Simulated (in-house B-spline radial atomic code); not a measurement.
Results of a calculation; reference values are marked as such.
Weak and strong correlation along the adiabatic connection

Two-electron singlets in several external potentials (atomic units), by full CI in B-splines with partial waves to l = 8 (correlation energies up to 0.6 % small). The repulsion is scaled by λ at fixed density; W(λ) is the mean repulsion less the Hartree energy, W(0) = E_x, and the area under W from 0 to 1 is E_xc.

Relative drop (W(λ) − E_x)/E_x:

```csv
system,λ = 0.12,λ = 0.25,λ = 0.4,λ = 0.6,λ = 0.8,λ = 1
"−Z/r, Z = 12",0.0015,0.0032,0.0051,0.0075,0.0100,0.0124
"−V exp(−r²/w²), V = 5.85, w = 1.71",0.0121,0.0244,0.0377,0.0539,0.0688,0.0824
"ω²r²/2 − Z/r, ω = 0.754, Z = 0.3",0.0163,0.0325,0.0496,0.0700,0.0881,0.1041
"−V exp(−r²/w²), V = 2.09, w = 9.0",0.0349,0.0664,0.0965,0.1287,0.1541,0.1747
"ω²r²/2 − Z/r, ω = 0.219, Z = 0.5",0.0257,0.0500,0.0742,0.1015,0.1243,0.1435
"−Z exp(−kr)/r, Z = 2.69, k = 0.796",0.0088,0.0180,0.0281,0.0407,0.0526,0.0637
"−Z exp(−kr)/r, Z = 3.84, k = 0.121",0.0051,0.0106,0.0166,0.0244,0.0320,0.0392
```

Problem. Order the systems by how far second-order (GL2) theory, half the initial slope (estimated from the first points of each curve), overshoots the correlation energy, least first.
A. −V exp(−r²/w²), V = 2.09, w = 9.0
B. ω²r²/2 − Z/r, ω = 0.754, Z = 0.3
C. −Z exp(−kr)/r, Z = 3.84, k = 0.121
D. −V exp(−r²/w²), V = 5.85, w = 1.71
E. −Z exp(−kr)/r, Z = 2.69, k = 0.796
F. ω²r²/2 − Z/r, ω = 0.219, Z = 0.5
G. −Z/r, Z = 12

Solution. G (GL2/E_c = 1.02), C (GL2/E_c = 1.07), E (GL2/E_c = 1.12), D (GL2/E_c = 1.17), B (GL2/E_c = 1.23), F (GL2/E_c = 1.38), A (GL2/E_c = 1.51).

Problem. What else changes along this order?

Solution. The ratio follows the bend of the curve. With it the leading natural occupation goes from 2.000 to 1.897 and −T_c/E_c from 0.98 to 0.66 between the first and the last.
